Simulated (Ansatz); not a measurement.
Series Al-XY, Y = H, computed as singlets and as triplets. Isolated molecules, 0 K electronic values unless said otherwise. One relaxed conformer stands for each flexible species; it need not be the lowest. Strings in code marks are SMILES.

Quantity: adiabatic spin-state energy, in kcal/mol. HF references are unrestricted for open shells and restricted for singlets. The restricted reference of `[AlH2-]`, `N#[C][AlH-]` and `[AlH-][AlH2]` is unstable towards unrestricted orbitals.

A: `[AlH2-]`: multiplicity 3 minus multiplicity 1
B: `[AlH-][AlH2]`: multiplicity 3 minus multiplicity 1
C: `N#[C][AlH-]`: multiplicity 3 minus multiplicity 1

Task: Put the candidates in order of adiabatic spin-state energy, lowest first, for frozen-core CCSD(T)/aug-cc-pVQZ // B3LYP-D3(BJ)/def2-TZVPD (Ansatz, a program for electronic structure).

Result: B (2.75 kcal/mol), A (13.4 kcal/mol), C (19.2 kcal/mol)
